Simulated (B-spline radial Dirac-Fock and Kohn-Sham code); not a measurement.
## Photoionisation of argon ions at Mo Kα (17479.3 eV)

Level of theory: Dirac-Hartree-Slater photoionisation with all multipoles and Dirac-Fock thresholds; a radial atomic solver. Cross sections in kb; a dash marks an empty subshell or a threshold above the photon energy.

| ion | configuration | total | 1s | 2s | 2p1/2 | 3p1/2 | 3p3/2 |
| --- | --- | --- | --- | --- | --- | --- | --- |
| Ar | [Ne] 3s2 3p6 | 0.8189 | 0.749 | 0.0549 | 0.00280 | 0.000256 | 0.000478 |
| Ar⁶⁺ | [Ne] 3s2 | 0.8229 | 0.750 | 0.0558 | 0.00287 | – | – |
| Ar¹⁰⁺ | [He] 2s2 2p4 | 0.8206 | 0.752 | 0.0618 | 0.00220 | – | – |

Values without a named source are computed, but for edge energies of neutral atoms, which are taken from tables.
